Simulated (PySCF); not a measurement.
TaO2F, SMILES [F][Ta](=[O])=[O], multiplicity 1. Geometry: B3LYP-D3(BJ)/def2-TZVP. The spin state was assumed, not searched. The def2 effective core potentials stand for the cores of Ta; spin–orbit coupling is left out.

The numbers are results of B3LYP-D3(BJ)/def2-TZVP run with PySCF, not measurements.

Harmonic wavenumbers (cm⁻¹): 188, 228, 331, 649, 926, 990. Rotational constants (GHz): 6.520, 5.122, 3.457; symmetry number 1.

Work out the zero-point energy and the ideal-gas rigid-rotor harmonic-oscillator thermochemistry at 298.15 K and 1 atm.

ZPE = ½ Σ hcν = ½ × 3312 cm⁻¹ = 19.81 kJ/mol. H − E(el) = 34.20 kJ/mol. Entropy in J/(mol K): translation 176.67, rotation 106.42, vibration 25.07, total 308.17. G − E(el) = -57.68 kJ/mol. Cp = 62.76 J/(mol K).
